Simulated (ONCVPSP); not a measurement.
Transferability test, ONCV potential for hafnium (Hf)

```json
{
 "Element": "Hf (Z = 72)",
 "Generator": "ONCVPSP 4.0.1",
 "Type": "optimised norm-conserving Vanderbilt (ONCV)",
 "Functional": "LDA (Perdew-Zunger)",
 "Relativity": "scalar-relativistic",
 "Frozen core": "[Kr] 4d10 4f14",
 "Valence charge": "12",
 "Reference configuration": "5s2 5p6 5d2 6s1 6p1",
 "Partial waves": "5s+6s: rc 1.70 bohr, ncon 4, nbas 9, qcut 6.3 1/bohr, 2 projectors; 5p+6p: rc 2.60 bohr, ncon 5, nbas 8, qcut 5.4 1/bohr, 2 projectors; 5d: rc 2.45 bohr, ncon 4, nbas 9, qcut 6.4 1/bohr, 2 projectors, debl 3.7 Ha; f scattering state at 0.11 Ha: rc 2.65 bohr, ncon 3, nbas 8, qcut 4.9 1/bohr, 2 projectors, debl 1.8 Ha",
 "Local potential": "polynomial inside 1.60 bohr (lpopt 5, dvloc0 0 Ha)",
 "Core correction": "Teter function, fcfact 2.5, rcfact 1.5"
}
```

Energies are relative to the spin-unpolarised reference configuration 5s2 5p6 5d2 6s1 6p1; without spin polarisation the order of configurations can differ from experiment.

```csv
valence configuration,charge,ΔE all-electron (eV),error AE − PS (meV)
5s2 5p6 5d2 6s2 6p0,0,-3.913,+1.4
5s2 5p6 5d2 6s0 6p0,+2,18.788,-0.8
```

Question: What are ΔE and the potential's error for 5s2 5p6 5d1 6s2 6p1?

Answer: ΔE = -1.827 eV all-electron; the error (AE − PS) is -4.1 meV.

Question: What are ΔE and the potential's error for 5s2 5p6 5d2 6s1 6p0?

Answer: ΔE = 4.285 eV all-electron; the error (AE − PS) is -1.3 meV.

Levels in the configuration 5s2 5p6 5d1 6s2 6p1:

| level | all-electron (eV) | pseudo (eV) |
| --- | --- | --- |
| 5s | -70.633 | -70.659 |
| 5p | -39.020 | -39.056 |
| 5d | -5.206 | -5.225 |
| 6s | -6.732 | -6.734 |
| 6p | -2.371 | -2.372 |
